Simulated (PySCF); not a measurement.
Static response to an electric field

Compound: C₇H₈P (charge +1).
Numbering: `[CH:1]1=[CH:2][P@H+:3]2[CH:4]=[CH:5][C@@H:6]1[CH:7]=[CH:8]2` (hydrogens: H9 on C1; H10 on C2; H11 on P3; H12 on C4; H13 on C5; H14 on C6; H15 on C7; H16 on C8)

Structure used (GFN2-xTB), in Å, numbered top down from 1:
```
atom  x, y, z in Å
C1    -0.5791   -0.4360   -1.3904
C2    -0.5167    0.8915   -1.3729
P3     0.1408    1.4508    0.2003
C4    -0.9268    0.5564    1.3314
C5    -0.9432   -0.7338    1.0122
C6    -0.1182   -1.2094   -0.1692
C7     1.3262   -0.8282    0.0979
C8     1.6268    0.4503    0.3026
H9    -0.9410   -1.0031   -2.2320
H10   -0.8104    1.5583   -2.1650
H11    0.2734    2.8062    0.3875
H12   -1.4614    1.0252    2.1394
H13   -1.5144   -1.4717    1.5507
H14   -0.2232   -2.2821   -0.3178
H15    2.0562   -1.6206    0.1099
H16    2.6034    0.8550    0.5039
```

Level: B3LYP/def2-SVPD (PySCF), static field, nuclei fixed, core orbitals frozen in the response. The polarisability tensor in these axes (au):

```
x   74.95  1.93  0.28
y    1.93 94.62  2.76
z    0.28  2.76 75.15
```

Question: Diagonalise the tensor; give its mean and Δα, where Δα² is half the sum of the squared differences of the eigenvalues.

Answer: Principal values 74.75, 74.78 and 95.19 au; mean 81.57 au = 12.09 Å³ = 13.45 × 10⁻⁴⁰ C²·m²/J; Δα = 20.43 au (25 % of the mean).

Question: What are the principal values of the traceless quadrupole moment, Θ = ½Σq(3rr − r²1), about the centre of nuclear charge?

Answer: -5.66, -5.62, 11.27 D·Å. The values depend on the origin, since the species is charged. The electronic extent ⟨r²⟩ about the same centre is 782 bohr², a root-mean-square distance of 1.85 Å for the 64 electrons.

Question: Rayleigh depolarisation ratio (linearly polarised light, static tensor)?

Answer: ρ = 3Δα²/(45ᾱ² + 4Δα²) = 1252.3/(299448 + 1669.7) = 0.00416.

Question: Form Σ f/ω² (atomic units) for the 8 lowest TDDFT singlets, given as eV and f, and set it beside the mean polarisability, which is this sum over all singlets: 4.55, 0.0002; 4.55, 0.0002; 5.66, 0.0000; 5.81, 0.0000; 5.81, 0.0000; 6.36, 0.0000; 6.40, 0.0240; 6.91, 0.0000.

Answer: They add up to 0.45 au, 0.6 % of the 81.57 au; the largest single term is 0.43 au, from the state at 6.40 eV. Terms in order: 0.01, 0.01, 0.00, 0.00, 0.00, 0.00, 0.43, 0.00 au. Higher excitations give the rest. The strengths listed sum to 0.025.

Isolated species at its GFN2-xTB geometry, gas phase.
